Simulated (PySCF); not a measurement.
In(F)2(NH2) (F2H2InN), SMILES [F][In]([NH2])[F].

Geometry optimised at B3LYP-D3(BJ)/def2-SVP. The def2 effective core potentials stand for the cores of In; spin–orbit coupling is left out. The values are those of a single conformer.

Computed with TDA-PBE0/def2-SVPD in PySCF 2.14.0.

Vertical excitations. Isolated molecule, no solvent. State labels are in the subgroup Cs.

Computed excitation energies, oscillator strengths and character:
```tsv
state	symmetry	energy (eV)	λ (nm)	f	main pairs
S1	A'	4.72	263	0.062	HOMO→LUMO 92 %
S2	A'	6.25	198	0.021	HOMO−1→LUMO 69 %, HOMO→LUMO+1 28 %
S3	A"	6.36	195	0.010	HOMO−3→LUMO 52 %, HOMO−2→LUMO 44 %
S4	A"	6.39	194	0.013	HOMO−2→LUMO 47 %, HOMO−3→LUMO 46 %
S5	A'	6.60	188	0.067	HOMO→LUMO+1 48 %, HOMO−1→LUMO 18 %, HOMO−4→LUMO 15 %, HOMO−6→LUMO 13 %
S6	A'	6.79	183	0.083	HOMO−4→LUMO 81 %
S7	A'	7.44	167	0.036	HOMO→LUMO+2 97 %
S8	A"	7.55	164	0.062	HOMO−5→LUMO 71 %, HOMO−3→LUMO+1 22 %
S9	A'	7.70	161	0.072	HOMO−1→LUMO+1 46 %, HOMO−6→LUMO 42 %
S10	A"	7.82	159	0.017	HOMO→LUMO+3 97 %
T1	A'	3.79	327	0	HOMO→LUMO 97 %
T2	A'	5.72	217	0	HOMO−1→LUMO 62 %, HOMO→LUMO+1 32 %
T3	A'	5.76	215	0	HOMO→LUMO+1 65 %, HOMO−1→LUMO 32 %
T4	A"	5.88	211	0	HOMO−2→LUMO 94 %
```
Triplets are in the Tamm–Dancoff approximation.
